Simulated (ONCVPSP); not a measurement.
**Which change was made? (Ge, ONCV)**

Ge (Z = 32), optimised norm-conserving Vanderbilt (ONCV), made with ONCVPSP 4.0.1 (PBE, scalar-relativistic). Core [Ar], reference 3d10 4s2 4p2. Waves: 4s: rc 1.60 bohr, ncon 4, nbas 9, qcut 4.4 1/bohr, 2 projectors, debl 2.6 Ha; 4p: rc 1.95 bohr, ncon 4, nbas 8, qcut 4.4 1/bohr, 2 projectors, debl 0.5 Ha; 3d: rc 0.90 bohr, ncon 4, nbas 8, qcut 14 1/bohr, 3 projectors, debl 1.1 Ha. Local part: polynomial inside 0.80 bohr (lpopt 5, dvloc0 0 Ha). Core correction: none.

Cutoffs, loose and tight: the cutoffs (Ha) at which the residual kinetic energy of the hardest occupied pseudo-wave falls to 1 and 0.1 mHa per electron. They do not see the model core or the augmentation charge, which bear on the density cutoff. Test errors are all-electron minus pseudo excitation energies from the reference, over the configurations 3d10 4s2 4p1; 3d10 4s2 4p0; 3d10 4s1 4p0; 3d10 4s1 4p3; variants that change the core or the reference have their own tests.

The base gives: outcome: generated; cutoff, loose: 104 Ha; cutoff, tight: 282 Ha; bound ghosts: s; GHOST(+) flags above zero: p, d; largest test error (meV): +30.

(1) After one change the result is: outcome: failed: ERROR pspot: first pseudo wave function has node, program will stop. Which change was it?
A. s: qcut 2.8; p: qcut 2.8; d: qcut 9.1
B. s: qcut 5.4; p: qcut 5.4; d: qcut 17
C. s: qcut 3.9; p: qcut 3.9; d: qcut 12.4

Answers

(1) B. The others give: s: qcut 3.9; p: qcut 3.9; d: qcut 12.4 → outcome: generated; cutoff, loose: 268 Ha; cutoff, tight: 315 Ha; bound ghosts: s; GHOST(+) flags above zero: p, d; largest test error (meV): +39 | s: qcut 2.8; p: qcut 2.8; d: qcut 9.1 → outcome: generated; cutoff, loose: 320 Ha; cutoff, tight: 484 Ha; bound ghosts: s, d; GHOST(+) flags above zero: p, d; largest test error (meV): +28.
